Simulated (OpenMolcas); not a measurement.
**Ions of charge +4 along the 5d row on the Ge site of Cs2GeF6**

```json
{
  "Program": "OpenMolcas 26.06",
  "Method": "CASSCF",
  "Spin-orbit coupling": "state interaction with AMFI integrals over the reference wave functions"
}
```

The d shell is active. Each dopant is a cluster with its nearest anions in model potentials and point charges, with no relaxation. Distances were set from a Shannon-type radius of the metal (high-spin where two are listed) plus a fixed donor radius (F 1.31 Å), in hosts weighted 0.65 to 0.35 with the host's distance in the model lattice. Ligand basis ANO-RCC-VDZP, DKH2 Hamiltonian. States (labels of O, the rotations of Oh). Energies in cm-1 above the lowest state or level, χT in cm3 K/mol; under a threefold ground state the first gap can be a small split of the lowest multiplet, not the spin-orbit step; 10Dq and B are least-squares fits to the states below 45000 cm-1, weighted by degeneracy, with a free offset, and given where the rms deviation is under 5 % of |10Dq| (or 100 cm-1) and under 700 cm-1. Spin-only χT is S(S+1) / 2 for the spin of the ground state.

| Ion | Shell | R (Å) | Metal basis | Ground state | First state of that spin | 10Dq | B (rms of fit) | First gap with spin-orbit (degeneracies) | χT at 300 K | First state of another spin | Spin-only χT |
| --- | --- | --- | --- | --- | --- | --- | --- | --- | --- | --- | --- |
| Ta4+ | 5d1 | 1.925 | ANO-RCC-VTZP | 2T2 | 2E 43440 | 43440 |  | 3694 (4, 2) | 0.042 |  | 0.375 |
| W4+ | 5d2 | 1.912 | ANO-RCC-VTZP | 3T1 | 3T2 40111 |  |  | 202.0 (2, 3) | 0.164 | 1T2 9722 | 1.000 |
| Re4+ | 5d3 | 1.892 | ANO-RCC-VTZP | 4A2 | 4T2 41221 |  |  | 13375 (4, 4) | 1.516 | 2E 14084 | 1.875 |
| Os4+ | 5d4 | 1.892 | ANO-RCC-VTZP | 3T1 | 3E 35938 | 38898 | 701 (172) | 3608 (1, 3) | 0.207 | 1T2 8842 | 1.000 |
| Ir4+ | 5d5 | 1.889 | ANO-RCC-VTZP | 2T2 | 2T1 33306 | 37141 | 717 (304) | 7493 (2, 4) | 0.412 | 2S+1 = 4: 23539 | 0.375 |
| Pt4+ | 5d6 | 1.889 | ANO-RCC-VTZP | 1A1 | 1T1 34054 |  |  | 26385 (1, 2) | 0.013 | 3T1 28549 | 0.000 |

Among the 3 ions with a close fit, |10Dq| is smallest for Ir4+ (37141 cm-1) and largest for Ta4+ (43440 cm-1). The error differs from ion to ion, so this order need not be the real one.

B goes from 701 cm-1 (Os4+) to 717 cm-1 (Ir4+).

Below the highest spin of the shell: Os4+, Ir4+, Pt4+. χT departs most from the spin-only value for W4+, by -0.836 cm3 K/mol.

With metal d orbitals alone the field can be off either way by tens of per cent. Ligand-to-metal charge-transfer states are missing. An orbital triplet at a regular site is open to Jahn-Teller coupling, which can distort the site and quench the lowest spin-orbit gaps and is left out (holds for Ta4+; W4+; Ir4+). The least metal-like active orbital is 75 % on the metal (Löwdin) and no ligand orbital is active, so the numbers are rough (holds for Ta4+; W4+; Re4+). Without dynamic correlation the repulsion within the d shell is too large (B by tens of per cent), so at a given field states of lower spin stand too high (holds for W4+; Re4+; Os4+; Ir4+; Pt4+). With no ligand orbital active B as a rule stays too high, so bands that hang on it stand too high and its fall with covalency is understated (holds for W4+; Re4+; Os4+; Ir4+; Pt4+). The least metal-like active orbital is 73 % on the metal (Löwdin) and no ligand orbital is active, so the numbers are rough (holds for Os4+). The least metal-like active orbital is 71 % on the metal (Löwdin) and no ligand orbital is active, so the numbers are rough (holds for Ir4+). The least metal-like active orbital is 68 % on the metal (Löwdin) and no ligand orbital is active, so the numbers are rough, and ground spin, moment and any spin crossover can be artefacts of this space; highly charged d ions in such sites are as a rule low spin (holds for Pt4+). No measured value stands beside these numbers; the geometry was set by hand and not optimised.

A state without a sure symmetry label is named by its multiplicity alone.
